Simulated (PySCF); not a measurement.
**UHF on B²⁺ (boron, charge +2)**

Configuration: [He] 3d1, 2D determinant (an excited configuration). Computed with PySCF 2.14 in dyall-av3z (15s9p3d2f, 71 functions), with the spin-free X2C one-electron Hamiltonian (Gaussian nucleus).

```json
{"Total energy": "-22.489880 hartree", "One-electron energy": "-26.0581 hartree", "Hartree (Coulomb) energy": "6.6088 hartree", "Exchange energy": "-3.0406 hartree", "⟨S²⟩": "0.7500", "⟨L²⟩": "6.000", "Sum of ⟨r⟩": "4.212 bohr", "Sum of ⟨r²⟩": "15.11 bohr²", "Traceless quadrupole moment −½Σ⟨3z² − r²⟩ along its main axis": "4.24 e·bohr²", "Langevin diamagnetic susceptibility": "-12.0 ×10⁻⁶ cm³/mol"}
```

| shell | electrons | mean orbital energy (eV) | rms radius, mean of both spins (bohr) |
| --- | --- | --- | --- |
| 1s α | 1 | -250.67 | 0.377 |
| 1s β | 1 | -250.67 | 0.377 |
| 3d α | 1 | -13.536 | 3.85 |

The outer electron is Rydberg-like, and this basis confines it to a smaller radius and binds it less than a complete one would.

Spin-orbit constants ζ (cm⁻¹) from the X2C one-electron operator on these orbitals: bare nucleus, nucleus screened by l(l+1)(2l+1)/3 electrons, and screened by the Breit-Pauli mean field of the electrons.

| shell | bare | screened nucleus | mean field |
| --- | --- | --- | --- |
| 3d | 1.907 | 1.144 | 1.083 |

To first order the Landé constant is A = 1.083 cm⁻¹, so the lowest level has J = 3/2 and lies 0.000201 eV below the centre of the term.
